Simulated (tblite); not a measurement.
Compound: C6H12N (doublet state).
Structure used (GFN2-xTB), in Å, numbered top down from 1:
```xyz
19
C6H12N angstrom
C     -0.5224    2.0392   -0.7763
C     -1.1343    0.7321   -0.5572
C     -0.1878   -0.2964    0.2073
C     -0.9228   -1.6368    0.3123
N      0.1356    0.1491    1.5403
C      1.0605   -0.4875   -0.6099
C      2.2940   -0.4311   -0.1452
H     -0.6577    2.8404   -0.0746
H      0.2251    2.1618   -1.5363
H     -2.0455    0.8230    0.0397
H     -1.3800    0.2572   -1.5106
H     -0.3103   -2.3325    0.8800
H     -1.1088   -2.0528   -0.6743
H     -1.8746   -1.5115    0.8247
H     -0.7010    0.2307    2.1061
H      0.6005    1.0492    1.5129
H      0.8768   -0.6973   -1.6553
H      2.4967   -0.2415    0.8944
H      3.1461   -0.5862   -0.7856
```

Calculated harmonic vibrations of the isolated species, GFN2-xTB (tblite), most abundant isotopes, no scaling. This tight-binding method is rough: wavenumbers can miss measured ones by several per cent, in bad cases by 10 to 20. One conformer, not necessarily the lowest. Open shells enter through the occupations alone, without spin polarisation, and single modes of such species can be off by tens of per cent.

Harmonic wavenumbers (cm⁻¹): 70.6, 100.6, 189.9, 203.8, 219.8, 264.8, 288.9, 310.5, 354.4, 402.2, 438.0, 510.3, 544.0, 674.5, 743.2, 805.7, 874.0, 900.0, 908.4, 968.3, 999.5, 1027.1, 1036.3, 1053.8, 1079.7, 1164.0, 1192.7, 1225.7, 1261.0, 1304.0, 1313.8, 1397.1, 1403.0, 1413.9, 1471.7, 1485.2, 1491.9, 1548.0, 1711.0, 2940.6, 2954.9, 3022.0, 3041.8, 3044.9, 3057.6, 3104.0, 3126.2, 3137.0, 3163.1, 3400.0, 3430.5.

A = 2946, B = 2399, C = 1878 MHz; mass 98.097 u (most abundant isotopes); point group C1, symmetry number 1; spin multiplicity 2.

Zero-point energy?

Half the sum of the wavenumbers: 35887 cm⁻¹ = 102.61 kcal/mol.

Give the ideal-gas entropy at 273.15 K and 1 bar in the rigid-rotor, harmonic-oscillator model (classical rotation).

Translation 39.25, rotation 27.32, vibration 22.09, spin (R ln 2) 1.38: S = 90.0 cal/(mol K).

And Cp and H(273.15 K) − H(0)?

Cp = 34.43 cal/(mol K), of which vibrations give 26.48 (their classical limit is 51 R = 101.3); H(273.15 K) − H(0) = 5.64 kcal/mol without the zero-point energy, 3.47 from vibrations.

How do the functions run with temperature in this model?

```json
{"T (K)": "150", "S (cal/(mol K))": "73.3", "Cp (cal/(mol K))": "22.4", "H − H(0) (kcal/mol)": "2.14", "G − H(0) (kcal/mol)": "-8.86", "ln q(vib)": "1.93"}
{"T (K)": "250", "S (cal/(mol K))": "87.1", "Cp (cal/(mol K))": "32.2", "H − H(0) (kcal/mol)": "4.87", "G − H(0) (kcal/mol)": "-16.90", "ln q(vib)": "4.18"}
{"T (K)": "298.15", "S (cal/(mol K))": "93.2", "Cp (cal/(mol K))": "36.9", "H − H(0) (kcal/mol)": "6.53", "G − H(0) (kcal/mol)": "-21.24", "ln q(vib)": "5.31"}
{"T (K)": "400", "S (cal/(mol K))": "105.4", "Cp (cal/(mol K))": "46.5", "H − H(0) (kcal/mol)": "10.79", "G − H(0) (kcal/mol)": "-31.36", "ln q(vib)": "7.73"}
{"T (K)": "600", "S (cal/(mol K))": "127.2", "Cp (cal/(mol K))": "61.4", "H − H(0) (kcal/mol)": "21.66", "G − H(0) (kcal/mol)": "-54.66", "ln q(vib)": "12.50"}
{"T (K)": "900", "S (cal/(mol K))": "155.1", "Cp (cal/(mol K))": "76.0", "H − H(0) (kcal/mol)": "42.44", "G − H(0) (kcal/mol)": "-97.14", "ln q(vib)": "19.35"}
```

q(vib) and H(0) count from the zero-point level.

Which modes carry the vibrational entropy at 273.15 K?

70.6 cm⁻¹: 3.96; 100.6 cm⁻¹: 3.27; 189.9 cm⁻¹: 2.07; 203.8 cm⁻¹: 1.94; 219.8 cm⁻¹: 1.80; 264.8 cm⁻¹: 1.48 cal/(mol K); the other 45 give 7.56 together.

Hindered rotation and anharmonicity are outside this model. Other conformers, if any are populated, would add a mixing term that is left out. The structure is chiral; the term R ln 2 for an equal mix with its mirror image is left out.
